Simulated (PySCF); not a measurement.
Working with the constants of SbTe

PBE0 constants of SbTe, ⁴Π (quartet), unpaired electrons π ↑↑↑, a second solution, started from another occupation (basis Sb cc-pVTZ-PP with ECP28, Te cc-pVTZ-PP with ECP28; scalar-relativistic core potentials; PySCF 2.14; masses 120.9038 and 129.9062 u):

| Property | Result |
| --- | --- |
| ωe | 194.2 cm⁻¹ |
| ωexe | 0.369 cm⁻¹ |
| Be | 0.035006 cm⁻¹ |
| αe | 8.93e-05 cm⁻¹ |

Task: What force constant and bond length do these constants imply?

Result: Reduced mass μred = 62.622 u; k = 5.8918×10⁻⁷·μred·ωe² (u, cm⁻¹, mdyn/Å) = 1.39 mdyn/Å; Re = √(16.8576/(μred·Be)) (u, cm⁻¹, Å) = 2.773 Å.

Task: Estimate the centrifugal constant D from the Kratzer relation and find the Dunham coefficient a1.

Result: D = 4Be³/ωe² = 4.55e-09 cm⁻¹; a1 = −1 − αeωe/(6Be²) = -3.36.

These are scalar-relativistic numbers at best; spin–orbit coupling would shift them, the dissociation energy most.
